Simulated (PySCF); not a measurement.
Ligands exchanged one at a time, Ga CH3-OH. Gas-phase values, no solvent. One relaxed conformer stands for each flexible species; it need not be the lowest. Strings in code marks are SMILES.

The four lowest singlet excitations (Tamm–Dancoff). These are M06-2X/def2-TZVP (PySCF 2.14.0) values and carry that method's errors. Excitations are Tamm–Dancoff values on a coarser integration grid. The basis has no diffuse functions, so Rydberg states are missing or too high.

| state | energy (eV) | wavelength (nm) | oscillator strength |
|---|---|---|---|
| S1 | 7.13 | 174 | 0.007 |
| S2 | 7.16 | 173 | 0.003 |
| S3 | 7.47 | 166 | 0.188 |
| S4 | 7.66 | 162 | 0.040 |

Task: Name which member gives these states.
(A) `[CH3][Ga]([CH3])[OH]` (C–Ga–O–H torsion 180°)
(B) `[CH3][Ga]([OH])[OH]` (O–Ga–O–H torsion 180°, O–Ga–O–H torsion 0°)
(C) `[OH][Ga]([OH])[OH]`
(D) `[CH3][Ga]([CH3])[CH3]`

Result: B, `[CH3][Ga]([OH])[OH]` (O–Ga–O–H torsion 180°, O–Ga–O–H torsion 0°)
